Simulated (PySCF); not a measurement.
**r²SCAN beside CCSD(T) along the alkali metals: bonds to I**

r²SCAN and CCSD(T) in PySCF with def2-TZVPP on every atom (core potentials on Rb, I, Cs), for the lowest determinant that a PBE0 search found; no spin–orbit coupling.

```tsv
molecule	state (unpaired electrons)	r²SCAN Re (Å)	r²SCAN ωe (cm⁻¹)	r²SCAN De (eV)	CCSD(T) Re (Å)	CCSD(T) ωe (cm⁻¹)	CCSD(T) De (eV)
LiI	singlet (closed shell)	2.404	492	3.77	2.408	494	3.65
NaI	singlet (closed shell)	2.723	254	3.35	2.726	253	3.22
KI	singlet (closed shell)	3.084	182	3.55	3.100	183	3.36
RbI	singlet (closed shell)	3.249	133	3.48	3.249	134	3.30
CsI	singlet (closed shell)	3.347	116	3.70	?	?	?
```

(1) Estimate the CCSD(T) values of CsI by adding the mean shift from r²SCAN to CCSD(T) of the other rows, and compare with the calculation.

(2) What are the mean differences of r²SCAN from CCSD(T) over the whole series?

In a basis of this size CCSD(T) is itself not converged; it tends to give bonds that are too long and too weak.

Correlated steps freeze the inner cores (4 to 9 orbitals); shallow outer-core shells are correlated. These are scalar-relativistic numbers at best; spin–orbit coupling would shift them, the dissociation energy most. Where the molecule has an RHF reference, its open-shell atoms are computed with UHF.

Results:

(1) The mean shifts are +0.6 pm, +1 cm⁻¹ and -0.16 eV, which give 3.353 Å, 117 cm⁻¹ and 3.54 eV. CCSD(T)/def2-TZVPP gives Re = 3.382 Å, ωe = 112 cm⁻¹, De = 3.45 eV.

(2) Re -1.2 pm, ωe +0 cm⁻¹, De +0.17 eV.
